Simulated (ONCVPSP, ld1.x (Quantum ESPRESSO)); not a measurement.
# Hardness and transferability of assorted potentials

Generated with ld1.x 7.5 (TM, RRKJ, ultrasoft, PAW), atompaw 4.2 or ONCVPSP 4.0.1. The cutoff is in Ry: for ld1.x and atompaw files where the sum of valence levels is converged to 10 mRy in a Bessel basis, for ONCV files where the hardest occupied wave has 1 mHa per electron of residual kinetic energy. The error is the largest all-electron minus pseudo excitation energy over each file’s own four to seven test configurations (ionisations up to +4, promotions, holes and added fractions of an electron), all of which were solved. The labels leave out finer settings (local radius, basis sizes, second energies), which also bear on the numbers. Spin-polarised tests are not counted. The rows are a selection from randomly drawn settings: files with unsolved tests, undetermined cutoffs or missed reference levels are left out.

A true bound ghost makes a file unfit for plane-wave use even where its test errors are small: the radial tests pick states by their node count and pass the ghost by.

| element | potential | cutoff (Ry) | largest error (meV) | bound ghosts |
| --- | --- | --- | --- | --- |
| S | ONCV, PBE, scalar-relativistic, rc 0.65/0.85 (sp), local smoothed, core correction yes, reference 2s2 2p6 3s2 3p4, qcut 19/17.5, projectors 2/2 | 253 | +746 | none |
| Ti | ONCV, PBE, fully relativistic, rc 1.45/1.50/1.30 (spd), local smoothed, core correction yes, reference 3s2 3p6 3d2 4s1, qcut 10.9/8.3/7.6, projectors 3/2/2 | 156 | +25 | none |
| Ag | ONCV, Wu-Cohen, fully relativistic, rc 2.65/1.45/1.70 (spd), local smoothed, core correction no, reference 4p6 4d9 5s2, qcut 2.5/10.3/10.3, projectors 2/1/1 | 63 | +57 | s |
| Cd | TM semilocal, PBE, scalar-relativistic, rc 1.65/2.60/1.15 (spd), local p, core correction yes, reference 4d10 5s2 5p0 | 90 | -489 | none |

**Question.** Fill in the row for Co: ONCV, PBE, scalar-relativistic, rc 1.55/0.85/1.40 (spd), local smoothed, core correction no, reference 3s2 3p6 3d7 4s1.5, qcut 8.4/10/12.8, projectors 2/2/2.

**Answer.** cutoff 189 Ry, largest error +32 meV, bound ghosts: none.

**Question.** Fill in the row for Sb: ONCV, BLYP, scalar-relativistic, rc 1.58/1.36/1.58 (spd), local smoothed, core correction no, reference 4s2 4p6 4d10 5s1 5p4, qcut 6.5/10.5/11.4, projectors 2/3/2.

**Answer.** cutoff 84 Ry, largest error -3.0 meV, bound ghosts: none.

**Question.** Fill in the row for Cl: ONCV, PBE, non-relativistic, rc 1.20/1.30 (sp), local smoothed, core correction no, reference 3s2 3p5, qcut 5/6.5, projectors 2/2.

**Answer.** cutoff 49 Ry, largest error +46 meV, bound ghosts: none.
